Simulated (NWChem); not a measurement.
# C₂H₇NZn; SMILES C[N](C)[ZnH]

```xyz
11

Zn    -0.0050    -1.0353    -0.0946
H     -0.0087    -2.5549    -0.1647
N     -0.0007     0.7584    -0.0121
C      1.2043     1.5619     0.0250
C     -1.2041     1.5643     0.0251
H      1.2662     2.2578    -0.8312
H      1.2667     2.1752     0.9421
H      2.0974     0.9258    -0.0049
H     -1.2653     2.1778     0.9422
H     -1.2647     2.2604    -0.8311
H     -2.0985     0.9301    -0.0048
```
Atoms are numbered in this order, from 1.

Level: B3LYP/6-31G* (spherical d) (NWChem), optimised geometry, unscaled harmonic frequencies. B3LYP is NWChem's, with the RPA form of VWN correlation.

Question: List the harmonic frequencies with IR intensities, and the thermochemistry.

Answer: 
```json
[
 {"frequency (cm⁻¹)": "105", "IR intensity (km/mol)": "10.5"},
 {"frequency (cm⁻¹)": "153", "IR intensity (km/mol)": "1.8"},
 {"frequency (cm⁻¹)": "245", "IR intensity (km/mol)": "0.0"},
 {"frequency (cm⁻¹)": "278", "IR intensity (km/mol)": "7.2"},
 {"frequency (cm⁻¹)": "321", "IR intensity (km/mol)": "2.0"},
 {"frequency (cm⁻¹)": "346", "IR intensity (km/mol)": "43.7"},
 {"frequency (cm⁻¹)": "446", "IR intensity (km/mol)": "75.7"},
 {"frequency (cm⁻¹)": "575", "IR intensity (km/mol)": "6.6"},
 {"frequency (cm⁻¹)": "1010", "IR intensity (km/mol)": "93.3"},
 {"frequency (cm⁻¹)": "1096", "IR intensity (km/mol)": "4.3"},
 {"frequency (cm⁻¹)": "1131", "IR intensity (km/mol)": "0.0"},
 {"frequency (cm⁻¹)": "1174", "IR intensity (km/mol)": "0.1"},
 {"frequency (cm⁻¹)": "1223", "IR intensity (km/mol)": "73.0"},
 {"frequency (cm⁻¹)": "1312", "IR intensity (km/mol)": "24.2"},
 {"frequency (cm⁻¹)": "1472", "IR intensity (km/mol)": "5.2"},
 {"frequency (cm⁻¹)": "1497", "IR intensity (km/mol)": "32.8"},
 {"frequency (cm⁻¹)": "1498", "IR intensity (km/mol)": "0.0"},
 {"frequency (cm⁻¹)": "1504", "IR intensity (km/mol)": "3.4"},
 {"frequency (cm⁻¹)": "1538", "IR intensity (km/mol)": "17.9"},
 {"frequency (cm⁻¹)": "1555", "IR intensity (km/mol)": "1.1"},
 {"frequency (cm⁻¹)": "1926", "IR intensity (km/mol)": "116.4"},
 {"frequency (cm⁻¹)": "2952", "IR intensity (km/mol)": "72.3"},
 {"frequency (cm⁻¹)": "2961", "IR intensity (km/mol)": "202.6"},
 {"frequency (cm⁻¹)": "2979", "IR intensity (km/mol)": "142.4"},
 {"frequency (cm⁻¹)": "2987", "IR intensity (km/mol)": "0.0"},
 {"frequency (cm⁻¹)": "3081", "IR intensity (km/mol)": "43.3"},
 {"frequency (cm⁻¹)": "3081", "IR intensity (km/mol)": "32.6"}
]
```

- zero-point energy: 54.9 kcal/mol
- thermal correction to the enthalpy at 298.15 K (with zero-point energy): 59.6 kcal/mol
- heat capacity Cv: 20.9 cal/(mol K)
- entropy at 298.15 K and 1 atm (symmetry number 2): 78.0 cal/(mol K)
- dipole moment: 0.52 D

Rigid rotor and harmonic oscillator.
